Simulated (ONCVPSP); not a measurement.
# How hard is this P (Z = 15) ONCV potential?

phosphorus, optimised norm-conserving Vanderbilt (ONCV), made with ONCVPSP 4.0.1 (revPBE, scalar-relativistic). Core [He], reference 2s2 2p6 3s1 3p4. Waves: 2s+3s: rc 0.95 bohr, ncon 3, nbas 8, qcut 16.4 1/bohr, 2 projectors; 2p+3p: rc 0.85 bohr, ncon 4, nbas 8, qcut 14 1/bohr, 2 projectors; d scattering state at 0.19 Ha: rc 0.90 bohr, ncon 5, nbas 8, qcut 11.6 1/bohr, 2 projectors, debl 1.9 Ha. Local part: polynomial inside 0.55 bohr (lpopt 5, dvloc0 3 Ha). Core correction: none.

Q: For each optimised wave give the share of its norm inside rc, the residual kinetic energy above qcut (Ha) and the cutoffs (Ha) for errors of 10, 1, 0.1 and 0.01 mHa per electron.

A:

```csv
wave,norm inside rc,residual KE,10 mHa,1 mHa,0.1 mHa,0.01 mHa
2s,0.955,9.5e-09,28.2,37.1,76.6,95.9
3s,0.063,7.4e-09,21.8,30.0,51.3,68.7
2p,0.920,4.2e-04,79.2,93.2,231.5,307.0
3p,0.032,1.6e-04,66.4,85.5,103.3,280.6
d projector 1,0.013,3.1e-05,14.4,34.7,56.3,115.9
d projector 2,0.086,3.4e-04,36.8,58.5,77.9,147.9
```

The occupied waves need 93 Ha and 232 Ha for 1 and 0.1 mHa.
